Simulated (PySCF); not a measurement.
## Radial density of He (helium, neutral)

UHF, 1s1 3d1, 1s spin antiparallel (an excited configuration). Calculation: PySCF 2.14, in aug-cc-pVQZ-DK (5s4p3d2f, 46 functions); scalar relativity by spin-free X2C-1e.

| r (bohr) | 4πr²ρ (e/bohr) | 4πr²(ρα − ρβ) |
| --- | --- | --- |
| 0.0117 | 0.004168 | -0.0042 |
| 0.0197 | 0.01155 | -0.0116 |
| 0.0331 | 0.03108 | -0.0311 |
| 0.0557 | 0.07972 | -0.0797 |
| 0.0938 | 0.1934 | -0.1934 |
| 0.158 | 0.4212 | -0.4212 |
| 0.265 | 0.7740 | -0.7738 |
| 0.446 | 1.063 | -1.0608 |
| 0.750 | 0.9021 | -0.8856 |
| 1.26 | 0.4792 | -0.1742 |
| 2.12 | 0.7521 | 0.6876 |
| 3.57 | 0.05211 | 0.0514 |

Densities and radii are taken from the X2C orbitals without a picture-change correction, which distorts them close to the nucleus.

The outer electron is Rydberg-like, and this basis confines it to a smaller radius and binds it less than a complete one would. With the s spin flipped the determinant is a mixture of two multiplicities, not a spectroscopic state. At UHF the highest occupied level has a positive energy, so only the finite basis holds that electron; for this excited configuration the basis is too tight for the outer shell.
